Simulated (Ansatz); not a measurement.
Consider the hydrogenolysis of the Al–C bond: `[CH3][Al]1[CH2][CH2]1` + H₂ → `[CH2]1[CH2][AlH]1` + CH₄.

Computed with Ansatz on PBE0-D4/def2-TZVP structures; ΔE is electronic, products minus reactants. CCSD(T)/CBS adds triple-zeta CCSD(T) − MP2 to the extrapolated MP2 energy (def2 sets, frozen cores). This one scheme is used for every species. DFT in def2-TZVPP. HSE06 is defined as in plane-wave codes.

| level | ΔE (kcal/mol) |
| --- | --- |
| HSE06-D4 | -5.5 |
| LC-ωPBE | -6.2 |
| MP2/def2-TZVPP | -4.5 |
| MP2/def2-QZVPP | -4.2 |

Question: What does CCSD(T)/CBS give? (Best estimate.)

Answer: Ansatz gave: -5.3 kcal/mol. The listed levels differ from it by -0.2, -0.9, 0.8, 1.1 kcal/mol.

Largest T1 diagnostic among the species: 0.011.

At CCSD(T), def2-SVP lies −3.2 kcal/mol from the extrapolated value and def2-TZVPP −0.5 kcal/mol. The D4 term adds +1.2 kcal/mol with B3LYP and +0.7 kcal/mol with PBE0; it sums over pairs of atoms, weighted by their polarisabilities, and B3LYP, whose exchange is more repulsive, gets the larger term. Leaving LDA and LC-ωPBE aside and taking each functional with its dispersion term where it has one, the values, not all of them listed here, spread over 4.1 kcal/mol, from B97M-V to revPBE-D4.

B3LYP here is the variant with VWN-RPA as its local correlation; programs differ in this.
